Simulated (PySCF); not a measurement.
[Pt(CN)6]2-, C₆N₆Pt (charge -2 and singlet state).
Bonds: Pt1–C2, Pt1–C4, Pt1–C6, Pt1–C8, Pt1–C10, Pt1–C12, C2–N3, C4–N5, C6–N7, C8–N9, C10–N11, C12–N13.
The ion is multiply charged and has no counter-ions or solvent; whether it holds all its electrons wasn't checked.

Computed by this run: PBE0-D3(BJ)/def2-SVP geometry optimisation, gas phase, def2 core potentials past Kr (PySCF 2.14.0); density fitting, grid level 1; the optimiser is geomeTRIC in internal coordinates, started from a GFN2-xTB structure with every atom displaced at random (about 0.03 Å).

Step 1: E = -18380.6023 eV
```
atom  x, y, z in Å  |  force x, y, z in eV/Å
Pt1     0.0250   -0.0214   -0.0055   -0.218   1.090  -0.069
C2      0.0451   -0.0384    2.0214   -0.229  -0.048  -0.320
N3      0.0582   -0.0613    3.1811    0.024   0.024   0.311
C4      0.0130    0.0381   -2.0468   -0.117  -0.309   0.189
N5     -0.0880    0.0275   -3.2051    0.144   0.090  -0.013
C6      2.0470    0.0069    0.0973    0.005  -0.204  -0.184
N7      3.2076   -0.0205    0.1619   -0.002   0.085   0.004
C8     -2.0260    0.0069   -0.0798    0.522  -0.254   0.284
N9     -3.1868   -0.0055   -0.0566   -0.189   0.066  -0.097
C10    -0.0208    2.0421   -0.0173    0.126  -0.539   0.037
N11    -0.0359    3.2038   -0.0320   -0.024   0.089   0.010
C12     0.0261   -2.0362    0.0142   -0.117   0.258  -0.215
N13    -0.0337   -3.1943   -0.0107    0.075  -0.348   0.063
```

Step 2: E = -18380.6045 eV
```
atom  x, y, z in Å  |  force x, y, z in eV/Å
Pt1     0.0236   -0.0033    0.0047   -0.075   0.077  -0.109
C2     -0.1245    0.0216    2.0299    0.363  -0.147   0.498
N3     -0.2040    0.0313    3.1937   -0.011   0.018  -0.473
C4      0.0873   -0.0025   -2.0233   -0.244  -0.046   0.223
N5      0.0635   -0.0248   -3.1835    0.082   0.038  -0.241
C6      2.0590    0.0164   -0.0670   -0.645  -0.102   0.391
N7      3.2167    0.0058   -0.1030    0.554   0.034  -0.063
C8     -2.0070   -0.0204    0.0233    0.805  -0.012  -0.068
N9     -3.1619   -0.0416    0.0757   -0.776   0.008  -0.034
C10     0.0283    2.0189    0.0549   -0.030   0.334  -0.142
N11     0.0359    3.1831    0.0785   -0.003  -0.230   0.017
C12     0.0257   -2.0353   -0.0155   -0.099  -0.511  -0.047
N13    -0.0119   -3.2014   -0.0462    0.079   0.540   0.048
```

Step 3: E = -18380.6568 eV
```
atom  x, y, z in Å  |  force x, y, z in eV/Å
Pt1     0.0143   -0.0002   -0.0006    0.056   0.013   0.006
C2     -0.0426   -0.0041    2.0285    0.086  -0.044   0.141
N3     -0.0726   -0.0092    3.1918   -0.009   0.010  -0.144
C4      0.0340    0.0126   -2.0287   -0.102  -0.066   0.009
N5     -0.0065    0.0014   -3.1903    0.074   0.034  -0.029
C6      2.0465    0.0078    0.0133   -0.080  -0.056   0.072
N7      3.2086   -0.0059    0.0228    0.044   0.029  -0.011
C8     -2.0129   -0.0121   -0.0250   -0.024  -0.025   0.085
N9     -3.1751   -0.0280   -0.0036    0.002   0.017  -0.057
C10     0.0109    2.0227    0.0207   -0.009   0.162  -0.047
N11     0.0135    3.1857    0.0294   -0.004  -0.055   0.010
C12     0.0208   -2.0297   -0.0081   -0.091  -0.184  -0.066
N13    -0.0083   -3.1932   -0.0280    0.058   0.166   0.032
```

Problem. Estimate the geometry and energy of step 4. (The exact step hangs on the optimiser's Hessian estimate; all steps are aligned on step 3, rigid shifts and turns removed.)

Solution. E = -18380.6619 eV, largest force 0.071 eV/Å
```
atom  x, y, z in Å  |  force x, y, z in eV/Å
Pt1     0.0098    0.0003    0.0003    0.027   0.006  -0.006
C2     -0.0214   -0.0143    2.0293    0.013   0.007   0.004
N3     -0.0385   -0.0233    3.1918   -0.002   0.000  -0.005
C4      0.0243    0.0128   -2.0287   -0.056  -0.034  -0.008
N5     -0.0015    0.0096   -3.1911    0.050   0.017   0.005
C6      2.0393   -0.0011    0.0285    0.006  -0.006   0.001
N7      3.2018   -0.0131    0.0442   -0.008   0.015  -0.001
C8     -2.0183   -0.0077   -0.0266   -0.006  -0.009   0.065
N9     -3.1807   -0.0170   -0.0200   -0.008   0.007  -0.035
C10     0.0006    2.0314    0.0098    0.016  -0.039   0.000
N11    -0.0010    3.1939    0.0139   -0.005   0.003   0.002
C12     0.0163   -2.0305   -0.0079   -0.058   0.017  -0.036
N13    -0.0002   -3.1930   -0.0213    0.033   0.014   0.015
```

The energy changes by -0.0051 eV. The first-order estimate −F·Δx gives -0.0085 eV and the mean of the old and new forces, exact on a quadratic surface, -0.0051 eV. The step makes an angle of 74° with the force vector and moves no atom by more than 0.037 Å.

The cost below is that of the whole optimisation. On Intel Xeon at 2.50 GHz, one thread, shared host, this took 8.3 min wall and 0.96 GiB of memory at its peak.
